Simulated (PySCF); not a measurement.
C₄H₃F₃O, SMILES C1(F)(OC(F)=CC1)F.

Geometry optimised at PBE0-D3(BJ)/def2-SVP. The structure was generated by enumeration, and PubChem lists no compound with its InChIKey, so it may never have been made. The values are those of a single conformer.

The numbers are results of PBE/def2-TZVP (PySCF), not measurements.

Gas-phase values at a fixed geometry.

Computed frontier levels, gap, dipole moment:
```yaml
highest_occupied_level: -5.89 eV
lowest_empty_level: -0.47 eV
orbital_gap: 5.42 eV
dipole_moment: 2.33 D
quadrupole, principal values (traceless, Buckingham form, about the centre of nuclear charge): -2.43, -1.19, 3.62 D·Å
```
